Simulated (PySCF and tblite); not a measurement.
Results of a calculation; reference values are marked as such.
Molecule: C5H7NO, numbered as in [N:1]#[C:2][C@H:3]1[CH2:4][CH2:5][O:6][CH2:7]1; H are named by their carrier, a and b as at the first point (Å):

```
N1       2.854   -1.280    0.228
C2       1.772   -0.954    0.396
C3       0.408   -0.534    0.592
C4       0.260    0.995    0.439
C5      -0.945    1.118   -0.502
O6      -0.876   -0.014   -1.338
C7      -0.523   -1.099   -0.520
H3       0.081   -0.878    1.577
H4a      0.098    1.495    1.391
H4b      1.149    1.413   -0.034
H5a     -0.917    2.004   -1.135
H5b     -1.883    1.110    0.074
H7a     -0.035   -1.848   -1.146
H7b     -1.417   -1.542   -0.058
```

The ring 3–4–5–6–7 is held at Altona–Sundaralingam phase angles P (ν_j = ν_max cos(P + 144°(j − 2)), ν_j about the bond from ring atom j to j + 1, counted from 0) and the rest relaxed at GFN2-xTB. Energies: revPBE/pcSseg-1 + D3(BJ). Couplings: B3LYP/6-31G* with H pcJ-1, gas phase, for ¹H. Programs: tblite and PySCF.

Q: How do the most sensitive couplings change along the phase angle P?

A: 
```
phase angle P °  ³J(H3,H4b)  ³J(H4b,H5b)  ³J(H4a,H5a)  ³J(H3,H7a)  ³J(H4b,H5a)  ³J(H3,H4a)  ³J(H4a,H5b)  ³J(H3,H7b)  ²J(H4a,H4b)
              0         8.0         11.4          0.2         2.6          8.8        11.4          6.4        10.7        -13.1
             72         0.3          2.2          8.6         0.2          9.6         9.5         11.9         5.5        -13.5
            144         0.2          0.0         11.8         2.0          4.8         9.5          7.5         9.3        -12.7
            216         7.7          2.9          7.6        10.3         11.0        13.3         10.5         8.5        -13.6
            288        12.5         11.8          0.2        10.8          9.5         7.6          6.2         9.5        -13.0
```
Values in Hz.

Q: Set ³J(H3,H4b) against its H–C–C–H torsion.

A: 89°: 0.2 Hz, 91°: 0.3 Hz, 136°: 7.7 Hz, 136°: 8.0 Hz, 162°: 12.5 Hz.

Q: With the energies 0.55, 0.79, 0.63, 0.00, 0.48 kcal/mol at these points, what are the Boltzmann averages at 298 K?

A: ³J(H3,H4b) 6.8, ³J(H4b,H5b) 5.4, ³J(H4a,H5a) 5.8, ³J(H3,H7a) 6.9, ³J(H4b,H5a) 9.3, ³J(H3,H4a) 11.0, ³J(H4a,H5b) 8.8, ³J(H3,H7b) 8.8, ²J(H4a,H4b) -13.3 Hz, over these points alone; points not sampled, such as mirror images that interchange a and b, would even out couplings that symmetry makes equal.
